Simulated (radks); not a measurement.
Question: Cl3+, 14 electrons, occupied as [Ne] 3s2 3p2. Method: scalar-relativistic Kohn-Sham, exchange-only LDA, spin-polarised, spherical densities, point nucleus; open shells are filled with parallel spins first; computed with a radial shooting solver on a logarithmic mesh with Libxc functionals. Some entries of the table are withheld. Estimate them.

orbital,occ.,eigenvalue (hartree),r(max) (bohr),<r> (bohr)
1s up,1,-102.3748,0.05963,0.09122
1s down,1,-102.3556,0.05963,0.09121
2s up,1,-10.82416,(1),0.4455
2s down,1,-10.80133,(2),0.4449
2p up,3,-8.62413,0.3008,0.4069
2p down,3,-8.59638,0.3010,0.4062
3s up,1,-2.15936,1.227,1.397
3s down,1,-2.02373,1.224,1.404
3p up,2,(3),1.307,1.515
3p down,0,(4),1.308,1.535

Answer: 
(1) 2s up r(max) (bohr): 0.3625
(2) 2s down r(max) (bohr): 0.3626
(3) 3p up eigenvalue (hartree): -1.65849
(4) 3p down eigenvalue (hartree): -1.52734
